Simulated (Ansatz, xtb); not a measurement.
# BH8NOSi2: which of two structures lies lower

Structure X is `B[SiH2]N[SiH2]O`, a singlet and structure Y is a singlet given by its coordinates. Both are isolated molecules in the gas phase, relaxed with B3LYP-D3(BJ)/def2-SVP; the shapes shown needn't be the lowest conformers.

X (Å):

```xyz
13

B    -3.2730   -0.1135   -0.2210
N    -0.4610   -0.9703    0.8882
O     2.2482   -1.5539    0.2341
Si   -1.3153   -0.4389   -0.5500
Si    0.8645   -2.0895    0.9994
H    -3.7055    0.1074    0.8851
H    -4.0576   -0.0721   -1.1374
H    -1.0569   -1.4702   -1.5987
H    -0.7898    0.8634   -1.0968
H    -0.7373   -0.5247    1.7603
H     0.5577   -3.3604    0.3006
H     1.0807   -2.3038    2.4613
H     2.5789   -0.6874    0.4997
```

Y (Å):

```xyz
13

B     0.8167   -0.6919   -0.0712
N    -1.5071    0.7657   -1.0589
O    -0.2927   -1.5670   -0.9922
Si    0.0896    1.1853   -0.3402
Si   -1.8809   -0.8805   -1.2446
H     1.8959   -0.9403   -0.5674
H     0.6659   -1.1169    1.0611
H    -0.1272    2.0191    0.8871
H     0.7807    2.0932   -1.3139
H    -2.1100    1.4797   -1.4578
H    -2.7372   -1.5459   -0.2222
H    -2.3535   -1.2863   -2.5961
H    -0.2180   -2.5090   -0.7850
```

Close contacts (Å): B1–O3 1.69, B1–Si4 2.03, N2–Si4 1.80, N2–Si5 1.70, O3–Si5 1.75, B1–H6 1.21, B1–H7 1.22, N2–H10 1.02, O3–H13 0.97, Si4–H8 1.50, Si4–H9 1.50, Si5–H11 1.49, Si5–H12 1.49.

Quicker runs give these differences E(Y) − E(X): GFN2-xTB −63.3 kJ/mol; HF/STO-3G −199.0 kJ/mol (at GFN2-xTB geometries); r2SCAN-D4/def2-SVP −75.7 kJ/mol (at GFN2-xTB geometries).

Question: Estimate E(Y) − E(X) at the level CCSD(T)/def2-SVP + ΔMP2/def2-TZVPP.

Answer: Calculated at CCSD(T)/def2-SVP + ΔMP2/def2-TZVPP: E(Y) − E(X) = −46.4 kJ/mol, so structure Y lies lower.

Level by level:

```tsv
level	geometry	E(Y) − E(X) (kJ/mol)	departure from the last row (kJ/mol)	job, with rough time for the two
GFN2-xTB	GFN2-xTB	−63.3	−16.9	optimisation, 0.82 s
HF/STO-3G	GFN2-xTB	−199.0	−152.6	single point, 0.7 s
r2SCAN-D4/def2-SVP	GFN2-xTB	−75.7	−29.3	single point, 8.1 s
B3LYP-D3(BJ)/def2-SVP	B3LYP-D3(BJ)/def2-SVP	−63.8	−17.4	optimisation, 3.4 min
HF/def2-SVP	B3LYP-D3(BJ)/def2-SVP	−24.0	+22.4	part of the CCSD(T) run
MP2/def2-SVP	B3LYP-D3(BJ)/def2-SVP	−67.4	−21.0	part of the CCSD(T) run
CCSD(T)/def2-SVP	B3LYP-D3(BJ)/def2-SVP	−63.0	−16.6	single point
CCSD(T)/def2-SVP + ΔMP2/def2-TZVPP	B3LYP-D3(BJ)/def2-SVP	−46.4		single point, 77 s
```

The levels shown agree on the order. The largest departure from CCSD(T)/def2-SVP + ΔMP2/def2-TZVPP is that of HF/STO-3G, 152.6 kJ/mol. The last row adds to CCSD(T) the change of the MP2 difference between the two basis sets, here +16.6 kJ/mol, a large step that makes the value less sure.

With thermal terms from frequencies at re-optimised GFN2-xTB minima (ideal gas, soft modes damped towards free rotors, one conformer each, 298.15 K, 1 atm): the zero-point term adds +7.6 kJ/mol; ΔH is −43.4 and ΔG −31.6 kJ/mol.

The correlated steps freeze 13 core orbitals. Codes used: Ansatz 0.2.0, xtb 6.7.1; the last row on 2 threads of Arm Neoverse N1 on a shared host.
